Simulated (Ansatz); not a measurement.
Isolated molecules relaxed with PBE0-D4/def2-TZVP in Ansatz; ΔE leaves out vibrations. CCSD(T)/CBS adds triple-zeta CCSD(T) − MP2 to the extrapolated MP2 energy (def2 sets, frozen cores). Functionals use def2-TZVPP. One conformer a species, not always the lowest.

Reaction (redistribution): `[F][AlH][CH2][SiH3]` + `C1N[SiH2]1` → `[AlH2][CH2][SiH3]` + `F[SiH]1CN1`

```
        level  ΔE (kJ/mol)
    revPBE-D4         58.6
    r2SCAN-D4         58.3
   r2SCANh-D4         57.2
      ωB97X-V         54.0
      ωB97M-V         54.4
        BHLYP         53.8
CCSD/def2-SVP         71.0
HF/def2-QZVPP         47.2
```

**Question.** What does CCSD(T)/CBS give? (An estimate is asked.)

**Answer.** The calculation gave: +58.9 kJ/mol. The listed levels differ from it by -0.3, -0.6, -1.7, -4.9, -4.5, -5.1, 12.1, -11.7 kJ/mol.

Largest T1 diagnostic among the species: 0.012.

From BLYP to BHLYP (50 % exact exchange), in def2-TZVPP and without D4, ΔE moves by −7.5 kJ/mol. Leaving LDA and LC-ωPBE aside and taking each functional with its dispersion term where it has one, the values, not all of them listed here, spread over 13.4 kJ/mol, from B97M-V to BLYP-D4. LDA lies −4.7 kJ/mol from PBE without D4.
